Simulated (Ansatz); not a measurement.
CH7GeNO (`N[CH](O)[GeH3]`) at its PBE0-D4/def2-TZVP geometry, where that method's forces vanish. Total charge 0; spin multiplicity 1.

| atom | x (Å) | y (Å) | z (Å) |
| --- | --- | --- | --- |
| N1 | -1.369 | -0.389 | 0.685 |
| C2 | -0.468 | 0.299 | -0.194 |
| O3 | -0.452 | 1.649 | 0.238 |
| Ge4 | 1.353 | -0.495 | -0.042 |
| H5 | -1.340 | -1.390 | 0.548 |
| H6 | -2.322 | -0.069 | 0.552 |
| H7 | -0.778 | 0.276 | -1.255 |
| H8 | -0.115 | 2.190 | -0.481 |
| H9 | 2.292 | 0.279 | -0.987 |
| H10 | 1.852 | -0.371 | 1.403 |
| H11 | 1.347 | -1.979 | -0.467 |

(1) For each bond, give half the difference of the two atoms' forces along it (eV/Å; positive pushes the atoms apart) under PBE-D4, r2SCAN-D4, B3LYP-D4, ωB97M-V in def2-TZVPP. (An estimate is asked.)

Results:

(1) Computed: 
```csv
bond,length (Å),PBE-D4,r2SCAN-D4,B3LYP-D4,ωB97M-V
N1–C2,1.435,0.06,0.13,0.16,0.26
N1–H5,1.011,0.22,0.01,-0.05,-0.06
N1–H6,1.014,0.25,0.02,-0.04,-0.08
C2–O3,1.418,0.33,0.29,0.28,0.27
C2–Ge4,1.993,0.03,0.00,0.08,-0.13
C2–H7,1.105,0.04,-0.08,-0.17,-0.19
O3–H8,0.961,0.40,0.02,-0.06,-0.10
Ge4–H9,1.541,0.06,-0.06,-0.03,-0.06
Ge4–H10,1.534,0.07,-0.05,-0.03,-0.07
Ge4–H11,1.544,0.04,-0.06,-0.03,-0.05
```

B3LYP here is the variant with VWN-RPA as its local correlation; programs differ in this.
